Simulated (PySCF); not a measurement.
## LiI: frontier orbitals

r²SCAN at R = 2.401 Å; PySCF, scalar-relativistic core potentials, basis sets Li def2-SVPD, I def2-SVPD with ECP28. State: ¹Σ⁺ (singlet), closed shell. Only the outer orbitals are listed, counted within each symmetry, core potentials removing the inner ones.

```csv
orbital,occ.,ε (eV),on Li (%),main shells (%)
5σ,2,-15.98,-1,100 I s
6σ,2,-6.26,6,93 I p
3π,2,-5.50,2,98 I p
3π,2,-5.50,2,98 I p
7σ,0,-1.30,100,"80 Li s, 20 Li p"
4π,0,0.13,105,105 Li p
4π,0,0.13,105,105 Li p
```

Problem. Which are the highest filled and the lowest empty level, where do they sit, and how wide is the gap?

Solution. Highest filled 3π at -5.50 eV (in %: 98 I p); lowest empty 7σ at -1.30 eV (in %: 80 Li s, 20 Li p); the gap at r²SCAN is 4.20 eV.

* bond order (Mayer): 0.38
* ⟨S²⟩: 0.000
* charge on Li (Mulliken, basis-dependent): 0.81
* charge on Li (Löwdin, basis-dependent): 0.44
* dipole moment (positive dipole means Li(−)I(+)): -7.38 D

Shares are Mulliken populations and can fall outside 0 to 100 %.

Spin–orbit coupling is left out.
